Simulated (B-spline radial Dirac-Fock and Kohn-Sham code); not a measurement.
## X-ray scattering factor of Pr³³⁺

System: the Pr³³⁺ ion, [Ar] 3d8.

Method: relativistic Hartree-Fock (Dirac-Fock) wave functions, averaged over the configuration. Computed with a radial atomic solver. f₀ is the Fourier transform of the spherical electron density, S the Waller-Hartree incoherent function, and s = sin θ/λ.

| s (Å⁻¹) | f₀ | S |
| --- | --- | --- |
| 0 | 26.000 | 0.000 |
| 0.05 | 25.977 | 0.019 |
| 0.1 | 25.910 | 0.078 |
| 0.15 | 25.798 | 0.174 |
| 0.2 | 25.643 | 0.307 |
| 0.25 | 25.445 | 0.477 |
| 0.3 | 25.206 | 0.681 |
| 0.35 | 24.927 | 0.918 |
| 0.4 | 24.611 | 1.185 |
| 0.45 | 24.260 | 1.482 |
| 0.5 | 23.875 | 1.804 |
| 0.6 | 23.018 | 2.517 |
| 0.7 | 22.060 | 3.304 |
| 0.8 | 21.026 | 4.144 |
| 0.9 | 19.937 | 5.016 |
| 1 | 18.819 | 5.903 |
| 1.1 | 17.691 | 6.789 |
| 1.2 | 16.573 | 7.661 |
| 1.4 | 14.434 | 9.325 |
| 1.6 | 12.505 | 10.845 |
| 1.8 | 10.843 | 12.203 |
| 2 | 9.463 | 13.403 |
| 2.5 | 7.118 | 15.826 |
| 3 | 5.852 | 17.648 |
| 3.5 | 5.088 | 19.079 |
| 4 | 4.494 | 20.236 |
| 5 | 3.437 | 21.940 |
| 6 | 2.572 | 23.040 |

f₀ starts at the number of electrons, 26, and has fallen to half at s ≈ 1.55 Å⁻¹. The sum of ⟨r²⟩ over the electrons is 1.223 bohr².
